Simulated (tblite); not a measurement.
C₇H₁₂NOP.
Atom-mapped SMILES: `[CH3:1][CH2:2][P@@:3]([CH3:4])(=[O:5])[n:6]1[cH:7][cH:8][cH:9][cH:10]1` (hydrogens: H11, H12, H13 on C1; H14, H15 on C2; H16, H17, H18 on C4; H19 on C7; H20 on C8; H21 on C9; H22 on C10)

Cartesian coordinates in Å at the GFN2-xTB level; atoms count from 1:
```
atom  x, y, z in Å
C1    -2.9209    0.9656   -0.0105
C2    -1.4415    1.0062    0.3381
P3    -0.5459   -0.2671   -0.6479
C4    -0.9514   -1.9101    0.0572
O5    -0.7473   -0.1679   -2.0920
N6     1.0854   -0.0365   -0.2192
C7     1.6451   -0.0607    1.0312
C8     2.9816    0.1730    0.9158
C9     3.2576    0.3484   -0.4613
C10    2.0788    0.2152   -1.1285
H11   -3.4518    1.7947    0.4534
H12   -3.0421    1.0321   -1.0901
H13   -3.3732    0.0352    0.3279
H14   -1.0095    1.9705    0.0553
H15   -1.2785    0.8543    1.4050
H16   -0.3097   -2.6395   -0.4344
H17   -0.8010   -1.9500    1.1312
H18   -1.9865   -2.1399   -0.1832
H19    1.0460   -0.2433    1.9021
H20    3.6936    0.2169    1.7170
H21    4.2175    0.5488   -0.8950
H22    1.8432    0.2736   -2.1729
```

Computed with GFN2-xTB (tblite): harmonic, unscaled wavenumbers at the GFN2-xTB geometry, gas phase. The method is semi-empirical: single wavenumbers can be off by several per cent or more. One conformer, not necessarily the lowest.

Harmonic wavenumbers (cm⁻¹): 44.8, 53.9, 81.7, 131.5, 139.3, 179.6, 192.4, 234.4, 259.3, 289.7, 354.8, 362.0, 508.9, 572.6, 579.4, 671.4, 721.5, 755.7, 781.6, 784.9, 825.1, 826.3, 836.9, 845.2, 847.3, 923.9, 973.8, 1004.0, 1059.8, 1075.6, 1077.2, 1088.4, 1184.3, 1213.8, 1236.9, 1252.3, 1282.5, 1313.9, 1345.6, 1401.6, 1406.2, 1419.0, 1434.7, 1434.9, 1457.1, 1491.6, 1494.3, 1565.1, 2945.9, 2981.3, 3007.2, 3021.4, 3025.5, 3028.8, 3035.8, 3042.7, 3146.7, 3158.3, 3164.5, 3174.4.

A = 2271, B = 768.5, C = 731.7 MHz; mass 157.066 u (most abundant isotopes); point group C1, symmetry number 1.

Problem. What is the zero-point energy?

Solution. ½Σν̃ = 38875 cm⁻¹ = 465.04 kJ/mol.

Problem. Entropy at 298.15 K, 1 bar (ideal gas, RRHO, classical rotation)?

Solution. Translation 171.92, rotation 125.15, vibration 150.07: S = 447.1 J/(mol K).

Problem. And Cp and H(298.15 K) − H(0)?

Solution. Cp = 185.47 J/(mol K), of which vibrations give 152.21 (their classical limit is 60 R = 498.9); H(298.15 K) − H(0) = 33.14 kJ/mol without the zero-point energy, 23.23 from vibrations.

Problem. Which modes carry the vibrational entropy at 298.15 K?

Solution. 44.8 cm⁻¹: 21.07; 53.9 cm⁻¹: 19.53; 81.7 cm⁻¹: 16.11; 131.5 cm⁻¹: 12.23; 139.3 cm⁻¹: 11.77; 179.6 cm⁻¹: 9.76 J/(mol K); the other 54 give 59.59 together.

Problem. How do the functions run with temperature in this model?

Solution. 
```tsv
T (K)	S (J/(mol K))	Cp (J/(mol K))	H − H(0) (kJ/mol)	G − H(0) (kJ/mol)	ln q(vib)
50	255.1	61.2	2.24	-10.52	0.71
100	307.0	90.3	6.06	-24.63	2.27
373.15	492.9	223.0	48.48	-135.43	11.02
500	566.0	277.7	80.38	-202.65	14.95
750	694.0	352.5	159.91	-360.60	22.41
1000	802.5	400.6	254.45	-548.03	29.34
```

q(vib) and H(0) count from the zero-point level.

Hindered rotation and anharmonicity are outside this model. Other conformers, if any are populated, would add a mixing term that is left out. The structure is chiral; the term R ln 2 for an equal mix with its mirror image is left out.
